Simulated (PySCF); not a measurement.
## TDDFT excited states: C5H3NO

C5H3NO.
Cartesian coordinates in Å at the PBE0-D3(BJ)/def2-SVP level; atoms count from 1:
```xyz
10
C5H3NO angstrom
N      3.1378   -0.4701   -0.2712
C      2.0033   -0.2573   -0.1626
C      0.6117   -0.0041   -0.0322
C     -0.4699   -0.9341   -0.2166
C     -1.6029   -0.2211    0.0168
O     -1.3015    1.0595    0.3270
C      0.0271    1.1926    0.2981
H     -0.3900   -1.9838   -0.4859
H     -2.6591   -0.4754    0.0017
H      0.4372    2.1726    0.5265
```

Method: TDDFT B3LYP/def2-SVPD, vertical, gas phase, core orbitals frozen in the response in PySCF 2.14.0, density-fitted response routines.

Q: Predict the UV-vis stick spectrum at this level.

A: 

```json
{"state": "S1", "E (eV)": "5.72", "E (kJ/mol)": "552", "λ (nm)": "216.8", "f": "0.078", "symmetry": "A′", "main configurations (H = HOMO, L = LUMO)": "H→L (83%), H-1→L (10%)"}
{"state": "S2", "E (eV)": "6.18", "E (kJ/mol)": "596", "λ (nm)": "200.6", "f": "0.024", "symmetry": "A′", "main configurations (H = HOMO, L = LUMO)": "H-1→L (49%), H→L+1 (36%), H→L (12%)"}
{"state": "S3", "E (eV)": "6.42", "E (kJ/mol)": "619", "λ (nm)": "193.2", "f": "0.0000", "symmetry": "–", "main configurations (H = HOMO, L = LUMO)": "H→L+2 (64%), H→L+3 (22%)"}
{"state": "S4", "E (eV)": "6.70", "E (kJ/mol)": "646", "λ (nm)": "185.0", "f": "0.0012", "symmetry": "–", "main configurations (H = HOMO, L = LUMO)": "H→L+3 (52%), H→L+2 (30%), H-2→L (16%)"}
{"state": "S5", "E (eV)": "6.72", "E (kJ/mol)": "649", "λ (nm)": "184.5", "f": "0.0010", "symmetry": "–", "main configurations (H = HOMO, L = LUMO)": "H-2→L (73%), H→L+3 (21%)"}
{"state": "S6", "E (eV)": "6.80", "E (kJ/mol)": "656", "λ (nm)": "182.3", "f": "0.386", "symmetry": "A′", "main configurations (H = HOMO, L = LUMO)": "H→L+1 (46%), H-1→L (30%), H-1→L+1 (11%)"}
{"state": "S7", "E (eV)": "7.41", "E (kJ/mol)": "715", "λ (nm)": "167.3", "f": "0.0014", "symmetry": "–", "main configurations (H = HOMO, L = LUMO)": "H-1→L+2 (52%), H-1→L+3 (32%)"}
{"state": "S8", "E (eV)": "7.47", "E (kJ/mol)": "720", "λ (nm)": "166.1", "f": "0.016", "symmetry": "A″", "main configurations (H = HOMO, L = LUMO)": "H→L+4 (90%)"}
{"state": "S9", "E (eV)": "7.68", "E (kJ/mol)": "741", "λ (nm)": "161.5", "f": "0.0078", "symmetry": "A″", "main configurations (H = HOMO, L = LUMO)": "H→L+5 (95%)"}
{"state": "S10", "E (eV)": "7.72", "E (kJ/mol)": "745", "λ (nm)": "160.6", "f": "0.104", "symmetry": "A′", "main configurations (H = HOMO, L = LUMO)": "H-1→L+1 (80%)"}
```

Triplets, Tamm–Dancoff:

| state | E (eV) | λ (nm) | main configurations (H = HOMO, L = LUMO) |
| --- | --- | --- | --- |
| T1 | 3.81 | 325.0 | H→L (93%) |
| T2 | 4.85 | 255.7 | H→L+1 (66%), H-1→L (23%) |
| T3 | 5.45 | 227.4 | H-1→L (70%), H→L+1 (15%) |
| T4 | 6.03 | 205.5 | H→L+2 (35%), H-2→L (23%), H→L+3 (16%) |

The lowest singlet comes at 217 nm (552 kJ/mol) in the ultraviolet; it is of moderate strength; its leading configuration is HOMO→LUMO (83%). The most intense listed level is S6 at 6.80 eV (182 nm, f = 0.386), 1.08 eV above S1. Löwdin shares by element: HOMO carbon 76% or more (atoms not listed hold the other 24%); LUMO carbon 44% or more, oxygen 16%, nitrogen 13% (atoms not listed hold the other 26%). Weighted by f, the mean energy of these states is 6.83 eV. The listed states span 2.00 eV, and the widest gap between neighbours is 0.61 eV (S6 to S7). Orbital energies (eV): HOMO-3 -10.16, HOMO-2 -9.46, HOMO-1 -8.41, HOMO -7.37, LUMO -1.36, LUMO+1 -0.29, LUMO+2 0.25. The vertical ionisation energy (ΔSCF) is 9.59 eV, 1.87 eV above S10. Symmetry labels in Cs follow from the direction of the transition dipole and are given only for states with f of 0.002 or more. Singlets were solved by full linear response, triplets in the Tamm–Dancoff approximation.
